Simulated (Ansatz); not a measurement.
Ansatz results at the PBE0-D4/def2-TZVP geometry: HOMO energy (PBE/def2-TZVPP) -7.62 eV; LUMO energy (PBE0/def2-TZVPP) -3.60 eV; LUMO energy (ωB97M-V/def2-TZVPP) -1.46 eV.

Each molecule was computed in one conformer, which needn't be the lowest.

Q: Which molecule gave them?
A. `[Cl][Ga-]1([Cl])[O]C=CC=[O+]1`
B. `CC1=CC(C(F)(F)F)=[O+][Ti-]([F])([F])([Cl])[O]1`
C. `O[B-]1(F)OC(C(F)(F)F)=CC(C(F)(F)F)=[O+]1`
D. `FC(F)(F)C1=CC(C(F)(F)F)=[O+][Zn-]([Cl])[O]1`

A: C. The others give `FC(F)(F)C1=CC(C(F)(F)F)=[O+][Zn-]([Cl])[O]1`: -7.23, -3.40, -1.28; `CC1=CC(C(F)(F)F)=[O+][Ti-]([F])([F])([Cl])[O]1`: -7.31, -3.25, -1.14; `[Cl][Ga-]1([Cl])[O]C=CC=[O+]1`: -7.05, -2.79, -0.65.
